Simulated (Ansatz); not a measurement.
Basis-set extrapolation for `N[SiH2]O[SiH2][SiH3]` (PBE0-D4/def2-TZVP geometry, frozen core, Ansatz). Multiplicity 1, RHF reference.

|  | def2-TZVPP | def2-QZVPP |
| --- | --- | --- |
| HF | -1001.570476 | -1001.605120 |
| MP2 correlation | -0.825062 | -0.888216 |
| CCSD(T) correlation | -0.920976 | not run |

Energies in hartree. Use E(X) = E(∞) + A·exp(−7.88·√X) for Hartree–Fock and E(X) = E(∞) + B·X^(−2.97) for correlation, with X = 3 and 4, and add CCSD(T) minus MP2 of the smaller set to the MP2 limit.

Question: What is the CCSD(T) energy at the basis-set limit?

Answer: HF limit: -1001.605120 + (-0.034644) × 0.13774 = -1001.60989. MP2 limit: -0.888216 + (-0.063154) × 0.74074 = -0.93500. Higher-order term: -0.920976 − (-0.825062) = -0.09591. Total: -1002.64080 hartree, 392.1 kJ/mol below CCSD(T)/def2-TZVPP.
